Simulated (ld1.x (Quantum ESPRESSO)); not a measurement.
# arsenic, TM: configuration errors across variants

ld1.x (Quantum ESPRESSO) 7.5 input, shortened:

```
&input
   title='As', zed=33., rel=1, dft='PBE', iswitch=3,
   config='[Ar] 3d10 4s2 4p3 4d-2'
 /
 &inputp
   pseudotype=2, tm=.true., lloc=0,
   nlcc=.true., rcore=0.70
 /
3
4P  2  1   3.00   0.00  1.50  1.50  0.0
4D  3  2  -2.00   0.40  1.40  1.40  0.0
4S  1  0   2.00   0.00  1.35  1.35  0.0
 &test
   configts(1)='4s2 4p3'
 /
```

All-electron excitation energies from the reference (eV): (1) 4s2 4p2 9.149; (2) 4s2 4p1 27.067; (3) 4s2 4p0 54.770; (4) 4s2 4p3.3 -1.234; (5) 4s2 4p2.5 3.555; (6) 4s1 4p0 105.417; (7) 4s1 4p4 9.417.

4 further variants failed, have other tests or too few solved ones, and are left out.

A true bound ghost makes a file unfit for plane-wave use even where its test errors are small: the radial tests pick states by their node count and pass the ghost by.

Errors AE − PS in meV (a dash: test not solved or not reliable):

| change | (1) | (2) | (3) | (4) | (5) | (6) | (7) | bound ghosts |
| --- | --- | --- | --- | --- | --- | --- | --- | --- |
| base | -4.1 | -26 | -91 | +0.1 | -1.0 | -355 | -9.5 | p, d |
| wave 4d channel at 0.4 Ry: rc 1.40 bohr becomes 4d channel at 0.4 Ry: rc 1.72 bohr | -4.1 | -26 | -91 | +0.1 | -1.0 | -355 | -9.5 | p, d |
| all radii but the core radius scaled by about 1.36 (s 1.84, p 2.04, d 1.90 bohr) | -4.2 | -25 | -86 | +0.1 | -1.0 | -349 | -12 | d |
| wave 4d channel at 0.4 Ry: rc 1.40 bohr becomes 4d channel at 5.08 Ry: rc 1.40 bohr | -4.1 | -26 | -91 | +0.1 | -1.0 | -355 | -9.5 | p |
| core correction a·sin(br)/r model core inside 0.54 bohr | -4.1 | -26 | -91 | +0.1 | -1.0 | -355 | -9.5 | p, d |
| wave 4d channel at 0.4 Ry: rc 1.40 bohr becomes 4d channel at 6.29 Ry: rc 1.40 bohr | -4.1 | -26 | -91 | +0.1 | -1.0 | -355 | -9.5 | p |
| wave 4d channel at 0.4 Ry: rc 1.40 bohr becomes 4d channel at 0.4 Ry: rc 1.06 bohr | -4.1 | -26 | -91 | +0.1 | -1.0 | -355 | -9.5 | p |

Question: Give the same row for: wave 4p (bound): rc 1.50 bohr becomes 4p (bound): rc 1.52 bohr.

Answer: -4.1, -26, -90, +0.1, -1.0, -352, -9.8; bound ghosts: p, d.
